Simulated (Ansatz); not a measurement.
System: sum formula BHF, charge 1, multiplicity 1. 
Geometry from a B3LYP-D3(BJ)/def2-TZVP (Ansatz, a program for electronic structure) optimisation:
```xyz
3

B      0.0000     0.0000    -0.6502
F      0.0000     0.0000     0.5641
H      0.0000     0.0000    -1.8264
```
Charge +1, spin multiplicity 1.

Basis-set convergence of Hartree-Fock and MP2 correlation energies (hartree) with Ansatz. Valence correlation only, unless marked. No spin-orbit coupling. No relativistic terms.

```
basis       functions       E(HF)  E(corr, MP2)
----------  ---------  ----------  ------------
def2-SVP           33  -124.30441      -0.24753
def2-TZVPP         76  -124.46268      -0.31753
def2-QZVPP        144  -124.46923      -0.34578
```

Extrapolating the two largest sets (X = 3 and 4) as X^-3: E(corr) = (64·(-0.34578) - 27·(-0.31753))/37 = -0.3664 Eh, an estimate of the basis-set limit. The largest set recovers 94.4 % of it, the smallest 67.6 %.
